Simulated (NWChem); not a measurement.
The numbers come from NWChem runs, not from measurements. System: H5BOSi, charge 0, spin multiplicity 1, at a geometry optimised with PBE0/def2-SVP. The structure started from a generated list of species. Level: B3LYP/6-311G** (spherical d), VWN1-RPA local correlation.

NWChem printed:

```
             Northwest Computational Chemistry Package (NWChem) 7.3.0
             --------------------------------------------------------

                                NWChem Input Module
                                -------------------

 Scaling coordinates for geometry "geometry" by  1.889725989
 (inverse scale =  0.529177249)

 Turning off AUTOSYM since
 SYMMETRY directive was detected!

                             Geometry "geometry" -> ""
                             -------------------------

 Output coordinates in angstroms (scale by  1.889725989 to convert to a.u.)

  No.       Tag          Charge          X              Y              Z
 ---- ---------------- ---------- -------------- -------------- --------------
    1 B                    5.0000     0.50635900    -1.72033800     0.00000000
    2 H                    1.0000     1.70976900    -1.53958100     0.00000000
    3 H                    1.0000     0.02922400    -2.83342300     0.00000000
    4 O                    8.0000    -0.33714100    -0.67063600     0.00000000
    5 Si                  14.0000    -0.10194600     0.99558400     0.00000000
    6 H                    1.0000    -0.75213700     1.54782100    -1.21955000
    7 H                    1.0000     1.35785700     1.30597300     0.00000000
    8 H                    1.0000    -0.75213700     1.54782100     1.21955000

 Effective nuclear repulsion energy (a.u.)     100.5579877546

            Nuclear Dipole moment (a.u.)
            ----------------------------
        X                 Y               Z
 ---------------- ---------------- ----------------
    -0.0000018897     0.0000170075     0.0000000000

      Symmetry information
      --------------------

 Group name             Cs
 Group number              2
 Group order               2
 No. of unique centers     7

      Symmetry unique atoms

     1    2    3    4    5    6    7


 Summary of "ao basis" -> "" (spherical)
 ------------------------------------------------------------------------------
       Tag                 Description            Shells   Functions and Types
 ---------------- ------------------------------  ------  ---------------------
 *                          6-311g**                  on all atoms

                                 NWChem DFT Module
                                 -----------------

 Summary of "ao basis" -> "ao basis" (spherical)
 ------------------------------------------------------------------------------
       Tag                 Description            Shells   Functions and Types
 ---------------- ------------------------------  ------  ---------------------
 B                          6-311g**                 8       18   4s3p1d
 H                          6-311g**                 4        6   3s1p
 O                          6-311g**                 8       18   4s3p1d
 Si                         6-311g**                12       26   6s5p1d

 Summary of "ao basis" -> "ao basis" (spherical)
 ------------------------------------------------------------------------------
       Tag                 Description            Shells   Functions and Types
 ---------------- ------------------------------  ------  ---------------------
 B                          6-311g**                 8       18   4s3p1d
 H                          6-311g**                 4        6   3s1p
 O                          6-311g**                 8       18   4s3p1d
 Si                         6-311g**                12       26   6s5p1d

      Symmetry analysis of basis
      --------------------------

        a'         66
        a"         26

            General Information
            -------------------
          SCF calculation type: DFT
          Wavefunction type:  closed shell.
          No. of atoms     :     8
          No. of electrons :    32
           Alpha electrons :    16
            Beta electrons :    16
          Charge           :     0
          Spin multiplicity:     1
          Use of symmetry is: on ; symmetry adaption is: on
          Maximum number of iterations: 100
          AO basis - number of functions:    92
                     number of shells:    48
          Convergence on energy requested:  1.00D-06
[...]
      -------------------------------------------------

  Numbering of irreducible representations:

     1 a'          2 a"

  Orbital symmetries:

     1 a'          2 a'          3 a'          4 a'          5 a'
     6 a'          7 a"          8 a'          9 a'         10 a'
    11 a'         12 a"         13 a'         14 a'         15 a"
    16 a'         17 a"         18 a'         19 a'         20 a"
    21 a'         22 a'         23 a'         24 a'         25 a"
    26 a'

------------------------------------------------------------
EAF file 0: "./mol.aoints.0" size=524288 bytes
------------------------------------------------------------
               write      read    awrite     aread      wait
               -----      ----    ------     -----      ----
     calls:        1         0         0         0         0
   data(b): 5.24e+05  0.00e+00  0.00e+00  0.00e+00
   time(s): 0.00e+00  0.00e+00  0.00e+00  0.00e+00  0.00e+00
rate(mb/s): 0.00e+00  0.00e+00
------------------------------------------------------------

   convergence    iter        energy       DeltaE   RMS-Dens  Diis-err    time
 ---------------- ----- ----------------- --------- --------- ---------  ------
 d= 0,ls=0.0,diis     1   -392.6259257053 -4.93D+02  9.50D-03  9.06D-01     1.3
 d= 0,ls=0.0,diis     2   -392.5779732066  4.80D-02  6.81D-03  1.24D+00     1.5
 d= 0,ls=0.0,diis     3   -392.6807899702 -1.03D-01  1.85D-03  1.59D-01     1.8
 d= 0,ls=0.0,diis     4   -392.6939913354 -1.32D-02  3.39D-04  1.84D-03     2.0
 d= 0,ls=0.0,diis     5   -392.6941970420 -2.06D-04  7.33D-05  1.16D-04     2.2
  Resetting Diis
 d= 0,ls=0.0,diis     6   -392.6942083126 -1.13D-05  6.13D-06  6.77D-07     2.4
 d= 0,ls=0.0,diis     7   -392.6942083844 -7.19D-08  2.14D-06  2.45D-08     2.6

         Total DFT energy =     -392.694208384437
      One electron energy =     -740.470107064763
           Coulomb energy =      282.738833499478
    Exchange-Corr. energy =      -35.520922573742
 Nuclear repulsion energy =      100.557987754590

 Numeric. integr. density =       32.000008237135

     Total iterative time =      2.2s

                  Occupations of the irreducible representations
                  ----------------------------------------------

                     irrep           alpha         beta
                     --------     --------     --------
                     a'               13.0         13.0
                     a"                3.0          3.0

                       DFT Final Molecular Orbital Analysis
                       ------------------------------------

 Vector   14  Occ=2.000000D+00  E=-3.554134D-01  Symmetry=a'
              MO Center=  3.9D-01,  7.7D-01,  5.6D-14, r^2= 3.4D+00
   Bfn.  Coefficient  Atom+Function         Bfn.  Coefficient  Atom+Function
  ----- ------------  ---------------      ----- ------------  ---------------
    82      0.264224  7 H  s                 64      0.235855  5 Si px
    83      0.200449  7 H  s                 81      0.155634  7 H  s
    61      0.144931  5 Si px                76     -0.137852  6 H  s
    88     -0.137852  8 H  s                 58     -0.110233  5 Si px
    41     -0.101607  4 O  px                77     -0.101894  6 H  s

 Vector   15  Occ=2.000000D+00  E=-3.434257D-01  Symmetry=a"
              MO Center= -4.7D-01,  7.5D-01, -6.9D-14, r^2= 2.9D+00
   Bfn.  Coefficient  Atom+Function         Bfn.  Coefficient  Atom+Function
  ----- ------------  ---------------      ----- ------------  ---------------
    43      0.245121  4 O  pz                39      0.230043  4 O  pz
    76      0.222590  6 H  s                 88     -0.222590  8 H  s
    66     -0.197474  5 Si pz                77      0.186573  6 H  s
    89     -0.186573  8 H  s                 35      0.159951  4 O  pz
    75      0.128419  6 H  s                 87     -0.128419  8 H  s

 Vector   16  Occ=2.000000D+00  E=-2.994465D-01  Symmetry=a'
              MO Center=  4.1D-01, -1.4D+00,  6.1D-15, r^2= 2.5D+00
   Bfn.  Coefficient  Atom+Function         Bfn.  Coefficient  Atom+Function
  ----- ------------  ---------------      ----- ------------  ---------------
    41      0.273096  4 O  px                37      0.243695  4 O  px
    21     -0.217851  2 H  s                 20     -0.208895  2 H  s
    26      0.194179  3 H  s                 27      0.193408  3 H  s
    33      0.169800  4 O  px                 7     -0.141349  1 B  px
    83     -0.130162  7 H  s                 19     -0.127566  2 H  s

 Vector   17  Occ=0.000000D+00  E=-2.407387D-02  Symmetry=a"
              MO Center=  4.7D-01, -1.7D+00,  1.0D-15, r^2= 2.3D+00
   Bfn.  Coefficient  Atom+Function         Bfn.  Coefficient  Atom+Function
  ----- ------------  ---------------      ----- ------------  ---------------
    13      0.664472  1 B  pz                 9      0.334384  1 B  pz
    43     -0.310828  4 O  pz                 5      0.225707  1 B  pz
    39     -0.167481  4 O  pz                35     -0.127568  4 O  pz
    66     -0.107591  5 Si pz                77     -0.088577  6 H  s
    89      0.088577  8 H  s                 69     -0.046326  5 Si pz

 Vector   18  Occ=0.000000D+00  E=-5.386089D-03  Symmetry=a'
              MO Center= -1.0D-01,  1.2D+00, -7.9D-15, r^2= 4.4D+00
   Bfn.  Coefficient  Atom+Function         Bfn.  Coefficient  Atom+Function
  ----- ------------  ---------------      ----- ------------  ---------------
    68      1.180262  5 Si py                40      0.449362  4 O  s
    77     -0.418604  6 H  s                 89     -0.418604  8 H  s
    10      0.372256  1 B  s                 65      0.286285  5 Si py
    54      0.255621  5 Si s                 42      0.178317  4 O  py
    83     -0.172947  7 H  s                 36      0.147946  4 O  s

 Vector   19  Occ=0.000000D+00  E= 4.563768D-02  Symmetry=a'
              MO Center= -3.2D-01,  1.3D+00, -1.5D-14, r^2= 5.7D+00
   Bfn.  Coefficient  Atom+Function         Bfn.  Coefficient  Atom+Function
  ----- ------------  ---------------      ----- ------------  ---------------
    83     -1.803120  7 H  s                 54      1.784455  5 Si s
    67      1.242507  5 Si px                27     -0.586182  3 H  s
    12     -0.523590  1 B  py                77     -0.295207  6 H  s
    89     -0.295207  8 H  s                 53      0.233410  5 Si s
    68     -0.215760  5 Si py                65      0.210024  5 Si py

 center of mass
 --------------
 x =  -0.03353052 y =  -0.05617763 z =   0.00000000

 moments of inertia (a.u.)
 ------------------
         312.395235398592          43.355638910507           0.000000000000
          43.355638910507          49.481015661233           0.000000000000
           0.000000000000           0.000000000000         340.465001612453

     Multipole analysis of the density
     ---------------------------------

     L   x y z        total         alpha         beta         nuclear
     -   - - -        -----         -----         ----         -------
     0   0 0 0     -0.000000    -16.000000    -16.000000     32.000000

     1   1 0 0      0.083944      0.041973      0.041973     -0.000002
     1   0 1 0      0.531309      0.265646      0.265646      0.000017
     1   0 0 1     -0.000000     -0.000000     -0.000000      0.000000

     2   2 0 0    -21.979014    -25.695456    -25.695456     29.411897
     2   1 1 0     -0.170197     12.838311     12.838311    -25.846819
     2   1 0 1      0.000000      0.000000      0.000000      0.000000
     2   0 2 0    -21.327128    -98.454825    -98.454825    175.582522
     2   0 1 1      0.000000      0.000000      0.000000      0.000000
     2   0 0 2    -20.069487    -15.345995    -15.345995     10.622504

 Task  times  cpu:        2.6s     wall:        2.6s

 Total times  cpu:        2.6s     wall:        2.6s
```

**Question.** Write an NWChem input that would produce this output.

**Answer.** One answer among several that fit: 
```
start mol
memory heap 200 mb stack 900 mb global 1100 mb
geometry units angstroms nocenter noautoz
  B      0.506359    -1.720338     0.000000
  H      1.709769    -1.539581     0.000000
  H      0.029224    -2.833423     0.000000
  O     -0.337141    -0.670636     0.000000
  Si    -0.101946     0.995584     0.000000
  H     -0.752137     1.547821    -1.219550
  H      1.357857     1.305973     0.000000
  H     -0.752137     1.547821     1.219550
  symmetry group Cs
end
basis spherical
  * library 6-311g**
end
dft
  xc b3lyp
  semidirect memsize 60000000 filesize 0
  iterations 100
end
task dft energy
```
